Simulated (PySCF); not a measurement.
Species: SnHMe2Cl, C2H7ClSn.
Bonds: Sn1–C3, Sn1–C7, Sn1–Cl11. Hydrogens: H2 on Sn1; H4, H5, H6 on C3; H8, H9, H10 on C7.

Level of theory: PySCF 2.14.0, PBE0-D3(BJ)/def2-SVP geometry optimisation, gas phase, def2 core potentials past Kr.

(1) How far are the bound atoms from Sn1?

(2) List the angles at Sn1.

(3) What is the shape at Sn1?

(4) What are the other bond lengths?

(5) What are the rotational constants (commonest isotopes, rigid rotor)?

Answers

(1) 4 atoms: H2 1.716 Å, C3 2.140 Å, C7 2.140 Å, Cl11 2.370 Å. The nearest atom not counted as bound is H9, at 2.70 Å (others tie with it).

(2) 
```tsv
angle	degrees	distance of the outer atoms (Å)
C3–Sn1–C7	114.5	3.60
H2–Sn1–C3	113.3	3.23
H2–Sn1–C7	113.2	3.23
H2–Sn1–Cl11	105.6	3.28
C7–Sn1–Cl11	104.6	3.57
C3–Sn1–Cl11	104.4	3.57
```

(3) Distorted tetrahedral: angles from 104.4° to 114.5°; τ4 = (360° − α − β)/141° = 0.94 with α and β the two widest (0 for a square, 1 for a tetrahedron).

(4) C3–H4 and 5 like bonds 1.099 Å.

(5) A = 3737, B = 2298, C = 1708 MHz: an asymmetric top.

Charge 0, singlet. Stationary, but not proved a minimum.
